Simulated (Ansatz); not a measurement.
Molecule: C₂H₂N₂O₂Si, charge 0, multiplicity 1. SMILES: [SiH2](N=C=O)N=C=O
Geometry from a B3LYP-D3(BJ)/def2-TZVP (Ansatz, an electronic-structure program) optimisation:
```xyz
9

O     -2.9947     1.1583     0.7579
C     -2.1687     0.3710     0.5183
N     -1.3396    -0.4577     0.2867
Si     0.0445    -1.3168    -0.2116
N      1.3637    -0.2557    -0.4014
C      2.1340     0.6565    -0.3532
O      2.9038     1.5318    -0.3256
H     -0.2313    -1.9517    -1.5085
H      0.3752    -2.3061     0.8242
```

Parts of the frozen-core correlation energy in 6-31G (Ansatz, hartree). Frozen orbitals: 11; correlated occupied orbitals by spin: 18 and 18; virtual: 42 and 42. No spin-orbit coupling. Non-relativistic.

```json
[
 {"term": "reference (HF)", "value": "-624.29957"},
 {"term": "MP2 opposite-spin", "value": "-0.50528"},
 {"term": "MP2 same-spin", "value": "?"},
 {"term": "CCSD correlation", "value": "?"},
 {"term": "(T)", "value": "?"},
 {"term": "T1 diagnostic", "value": "0.018"},
 {"term": "largest doubles amplitude", "value": "0.036"}
]
```

### Question
Complete the blanks.

### Answer

- MP2 same-spin, value: -0.18810
- CCSD correlation, value: -0.68719
- (T), value: -0.02976
